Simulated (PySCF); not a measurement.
Gas-phase reaction: 4 CF + 3 F₂ ⇌ 2 C₂F₅

Method: PySCF energies plus ideal-gas RRHO corrections (1 bar). † marks an energy on the PBE0/def2-TZVP geometry and frequencies; other levels use their own. MP2 and CCSD(T) freeze the core. 6-31G* has spherical d functions here. Open shells (unrestricted): CF (multiplicity 2, electronic degeneracy 4), C₂F₅ (multiplicity 2); the rest are closed-shell singlets. Spin-orbit splitting is ignored; it lowers the true energy and changes the entropy of CF. B3LYP is the form with VWN-RPA correlation. C₂F₅: computed as isolated molecules; such fragments, hydroxides, amides, oligomers or adducts are transient or little studied in the gas. MP2 isn't extrapolated to the basis-set limit; its ΔH°(298 K) is -2937.2 kJ in def2-SVP and -2902.8 kJ in def2-TZVPP. CCSD(T) isn't extrapolated to the basis-set limit. The harmonic model lacks anharmonicity and excited electronic states, which grow with temperature; levels with a mode under 35 cm⁻¹ are left out. Internal rotation in C₂F₅ is treated as a harmonic vibration of one conformer, which makes the entropy rough.

```tsv
level	ΔE electronic, kJ	ΔH°(298 K), kJ	ΔS°(298 K), J/K	ΔG°(600 K), kJ
B3LYP/def2-TZVP†	-2773	-2719	-777	-2251
BLYP/def2-TZVP†	-2647	-2593	-777	-2125
CCSD(T)/def2-SVP†	-2836	-2782	-777	-2315
HF/6-31G*	-2762	-2698	-784	-2227
M06-2X/def2-TZVP†	-2937	-2882	-777	-2415
MP2/def2-SVP†	-2992	-2937	-777	-2470
MP2/def2-TZVPP†	-2958	-2903	-777	-2436
PBE/def2-SVP	-2959	-2906	-772	-2442
PBE/def2-TZVP†	-2833	-2778	-777	-2311
LDA/def2-TZVP†	-3234	-3179	-777	-2712
ωB97M-V/def2-TZVP†	-2854	-2799	-777	-2332
```
ΔH° is lowest at LDA/def2-TZVP† and highest at BLYP/def2-TZVP†. No reference value is set beside these.
